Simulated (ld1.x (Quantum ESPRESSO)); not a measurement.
Which change was made? (In, TM semilocal)

indium (In), norm-conserving Troullier–Martins (semilocal form), made with ld1.x (Quantum ESPRESSO) 7.5 (PBE, scalar-relativistic). Core [Kr] 4d10, reference 5s2 5p1. Waves: 5s (bound): rc 1.75 bohr; 5p (bound): rc 2.05 bohr. Local part: the p channel. Core correction: a·sin(br)/r model core inside 1.65 bohr.

Cutoffs, loose and tight: the cutoffs (Ry, on a coarse ladder) from which the occupation-weighted sum of valence levels, in a spherical-Bessel basis at the reference potential, stays within 10 and 1 mRy of its value at 400 Ry. They do not see the model core or the augmentation charge, which bear on the density cutoff. Test errors are all-electron minus pseudo excitation energies from the reference, over the configurations 5s2 5p0; 5s1 5p0; 5s2 5p0.5; 5s1 5p1; 5s0 5p3; 5s1 5p2; 5s2 5p1.3; variants that change the core or the reference have their own tests. The largest error is taken over the tests solved by every variant that gives reliable tests at all, those not shown here included: 5s1 5p0; 5s2 5p0; 5s2 5p0.5; 5s2 5p1.3.

The base gives: outcome: generated; cutoff, loose: 25 Ry; cutoff, tight: 50 Ry; bound ghosts: none; largest test error (meV): -212.

**Question.** After one change the result is: outcome: generated; cutoff, loose: 70 Ry; cutoff, tight: 200 Ry; bound ghosts: none; largest test error (meV): -243. Which change was it?
A. wave 5p (bound): rc 2.05 bohr becomes 5p (bound): rc 3.10 bohr
B. wave 5p (bound): rc 2.05 bohr becomes 5p (bound): rc 1.32 bohr
C. wave 5p (bound): rc 2.05 bohr becomes 5p (bound): rc 1.68 bohr

**Answer.** B. The others give: wave 5p (bound): rc 2.05 bohr becomes 5p (bound): rc 1.68 bohr → outcome: generated; cutoff, loose: 45 Ry; cutoff, tight: 100 Ry; bound ghosts: none; largest test error (meV): -217 | wave 5p (bound): rc 2.05 bohr becomes 5p (bound): rc 3.10 bohr → outcome: generated; cutoff, loose: 21 Ry; cutoff, tight: 50 Ry; bound ghosts: none; largest test error (meV): -217.
